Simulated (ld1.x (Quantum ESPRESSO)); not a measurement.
Building the ultrasoft potential for Cl (PBE, scalar-relativistic).

ld1.x (Quantum ESPRESSO) 7.5 input, shortened:

```
&input
   title='Cl', zed=17., rel=1, dft='PBE', iswitch=3,
   config='[Ne] 3s2 3p5'
 /
 &inputp
   pseudotype=3, tm=.true., lloc=-2, rcloc=1.10,
   nlcc=.false.
 /
4
3S  1  0   2.00   0.00  1.00  1.25  0.0
3S  1  0   0.00   1.25  1.00  1.25  0.0
3P  2  1   5.00   0.00  0.95  1.20  0.0
3P  2  1   0.00   1.15  0.95  1.20  0.0
 &test
   configts(1)='3s2 3p5'
 /
```

All-electron outer shells of the reference configuration (PBE, scalar-relativistic, ld1.x):

```tsv
shell	level (eV)	outermost node (bohr)	outermost maximum (bohr)
2s	-252.70	0.12	0.36
2p	-191.63	–	0.30
3s	-20.69	0.55	1.29
3p	-8.59	0.53	1.43
```

What the tests gave:

| Item | Value |
| --- | --- |
| Cutoffs needed | 25 Ry and 55 Ry (the cutoffs (Ry, on a coarse ladder) from which the occupation-weighted sum of valence levels, in a spherical-Bessel basis at the reference potential, stays within 10 and 1 mRy of its value at 400 Ry) |
| Ghost test | no extra level below or beside the all-electron valence levels (s, p, d, f tested) (spherical-Bessel basis up to 400 Ry, 20 bohr box) |
| Largest excitation error | +78 meV (all-electron minus pseudo) for 3s2 3p1, out of 7 test configurations |
| Lowest eigenvalue of the overlap operator | 0.37 (s channel) |

Generation and tests took about 1.8 s on one core of a shared server CPU.
